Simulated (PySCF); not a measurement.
```xyz
5
charge 0 multiplicity 3, angstrom
Ru    0.0000    0.0000    0.0000
O     0.0211    0.0000    1.8516
O    -0.0211    0.0000   -1.8516
H    -0.7417    0.0000    2.4648
H     0.7417    0.0000   -2.4648
```

Level of theory: PySCF, UPBE, basis Ru def2-SVP with ECP28, O def2-SVP, H def2-SVP (scalar-relativistic core potentials, no spin–orbit coupling, density fitting).

This geometry of Ru(OH)2 is a stationary point at this level.

Task: What is the point group?

Result: C2h.

Task: Is it a minimum?

Result: No: it has 1 imaginary mode, at 99i cm⁻¹ (au).

Task: Which band is strongest in the infrared?

Result: 576 cm⁻¹ (bu), 309 km/mol.

Task: What are the dipole moment and the gap between the highest occupied and lowest empty levels of either spin?

Result: 0.00 D and 0.37 eV.

Task: Give the atomic charges and bond orders.

Result: 
| atom | Mulliken | Löwdin | polar tensor | spin (Mulliken) | Mayer order to Ru1 |
| --- | --- | --- | --- | --- | --- |
| Ru1 | 0.32 | -0.10 | 0.60 | 1.94 | – |
| O2,3 | -0.37 | -0.06 | -0.59 | 0.02 | 1.25 |
| H4,5 | 0.21 | 0.11 | 0.29 | 0.02 | 0.03 |
Other Mayer orders above 0.3: O–H 0.93 (×2).

This need not be the most stable arrangement of these atoms. Open d and f shells are described by one determinant, and the ground state may have another occupation or spin. At this level a quintet minimum of C2 symmetry lies 31 kJ/mol below this structure.
